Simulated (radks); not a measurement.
Results of a calculation; reference values are marked as such.
Problem. Successive ionisation energies (eV) of one element, from differences of total energies of ions in their ground configurations, starting at charge 66: 7754.2, 7887.7, 8018.2, 8748.8, 8898.5, 19701.6, 20058, 20404, 20918, 21284, 21639, 23907, 24284, 97178, 98779. Code: a radial shooting solver on a logarithmic mesh with Libxc functionals. Model: scalar-relativistic Kohn-Sham, r2SCAN, spin-polarised, spherical densities, finite nucleus; open shells are filled with parallel spins first (spin-orbit coupling, left out, can overturn this in heavy ions); meta-GGA in the generalised Kohn-Sham scheme; Fermi nuclear charge, rms radius 5.4759 fm. Which element is it?

Solution. Thallium (Z = 81). The first species listed is Tl66+ in [Ne] 3s2 3p3, the last Tl80+ in 1s1.
